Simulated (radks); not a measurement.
Species: Cs+. Configuration: [Xe]. Calculated with a radial shooting solver on a logarithmic mesh with Libxc functionals: Dirac Kohn-Sham, B86b exchange with PBE correlation, spin-unpolarised, spherical densities, point nucleus.

Radial electron density D(r) = 4 pi r^2 rho(r):

r (bohr),D(r) (e/bohr)
0.004334,23.13
0.005006,27.96
0.005735,33.11
0.006623,39.11
0.007649,45.51
0.008763,51.71
0.01012,58.10
0.01169,63.90
0.0135,68.60
0.01546,71.62
0.01786,72.98
0.02063,72.38
0.02363,70.31
0.02729,67.27
0.03152,64.58
0.0364,63.66
0.0417,65.50
0.04816,70.74
0.05562,78.53
0.06372,86.31
0.07359,92.13
0.08499,92.91
0.09815,87.84
0.1125,79.48
0.1299,70.96
0.15,67.19
0.1718,69.59
0.1984,75.74
0.2292,79.42
0.2647,74.91
0.3032,62.38
0.3502,45.34
0.4045,31.95
0.4634,26.92
0.5351,28.37
0.618,31.21
0.7138,30.41
0.8177,25.48
0.9444,18.32
1.091,12.24
1.25,8.787
1.443,7.108
1.667,6.227
1.925,5.218
2.205,3.958
2.547,2.556
2.941,1.403
3.37,0.6818
3.891,0.2666
4.494,0.08546
5.19,0.02181
5.946,0.004726
6.867,0.0007011

D(r) has 4 maxima, at r = 0.0183, 0.0804, 0.229, 0.648 bohr, and minima at 0.0358, 0.151, 0.475 bohr, inside which lie 2.03, 11.18, 28.91 electrons.
